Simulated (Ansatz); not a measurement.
Cost and result for the atomization energy of C₂HF₂In (6 atoms, 4 bonds).

```xyz
6

F     1.5866   -0.6092   -2.1001
C     0.5718   -0.4282   -1.3592
C    -0.3864   -0.2588   -0.6641
In    0.7282    0.7865    2.1144
F    -1.2820    0.6038    2.0189
H    -1.2182   -0.0941   -0.0099
```

The species carries charge 0 and has multiplicity 1. Correlated methods include outer-core shells of In, which these sets cover unevenly. In: def2 effective core potential. The bonds changed during the relaxation, so this is another structure than the one it started from. The structure was optimised at the PBE0-D4/def2-TZVP level. Program: Ansatz. All runs use 2 threads of an Arm Neoverse V1 on a shared host. Times are those of one run each, without the atoms' runs, and a repeat can differ threefold. Electronic energies, without spin–orbit coupling; frozen cores. CCSD(T)/CBS adds CCSD(T) − MP2 in def2-TZVPP to the MP2 limit, and its time is that of the two runs behind it. T1 = 0.016. With those shells the extrapolation isn't a true limit. B3LYP takes the VWN-RPA correlation (the form of Gaussian; ORCA's B3LYP/G).

CCSD(T)/CBS is a level of theory with its own doubt, some kJ/mol a heavy atom from the limit and from the frozen cores, so smaller differences don't rank the functionals.

```
                            level  functions  wall time  atomization (kJ/mol)  difference from CCSD(T)/CBS  per bond
               BLYP-D4/def2-TZVPP        188      2.6 s                2269.6                         37.7       9.4
  PBE-D4/def2-TZVPP (with forces)        188      2.9 s                2338.9                        107.0      26.8
               PBE0-D4/def2-TZVPP        188      3.3 s                2228.3                         -3.6      -0.9
              BHLYP-D4/def2-TZVPP        188        4 s                2084.9                       -147.0     -36.8
B3LYP-D4/def2-TZVPP (with forces)        188        6 s                2221.8                        -10.1      -2.5
                B2PLYP/def2-TZVPP        188        7 s                2206.7                        -25.2      -6.3
                 CCSD(T)/def2-SVP         87      7.5 s                2089.4                       -142.5     -35.6
               ωB97X-V/def2-TZVPP        188       10 s                2217.8                        -14.1      -3.5
                B97M-V/def2-TZVPP        188       13 s                2227.4                         -4.5      -1.1
 ωB97M-V/def2-TZVPP (with forces)        188       14 s                2225.6                         -6.3      -1.6
                   MP2/def2-QZVPP        340       20 s                2309.5                         77.6      19.4
               CCSD(T)/def2-TZVPP        188    2.6 min                2150.1                        -81.8     -20.5
                CCSD(T)/CBS(def2)          –    2.9 min                2231.9                          0.0       0.0
```

From PBE to PBE0 (25 % exact exchange), in def2-TZVPP and without D4, the atomization energy moves by −108.8 kJ/mol: exact exchange takes away binding that semilocal exchange gives to molecules. At CCSD(T), def2-SVP lies −142.5 kJ/mol from the extrapolated value and def2-TZVPP −81.8 kJ/mol: correlation converges slowly with the basis, and small sets miss more of it in the bonded molecule than in its fragments. The D4 term adds +20.7 kJ/mol with B3LYP and +10.9 kJ/mol with PBE0; it sums over pairs of atoms, weighted by their polarisabilities, and B3LYP, whose exchange is more repulsive, gets the larger term.

Spin–orbit coupling would lower the free In atoms strongly, and the atomization energy with them, by more than many differences here.
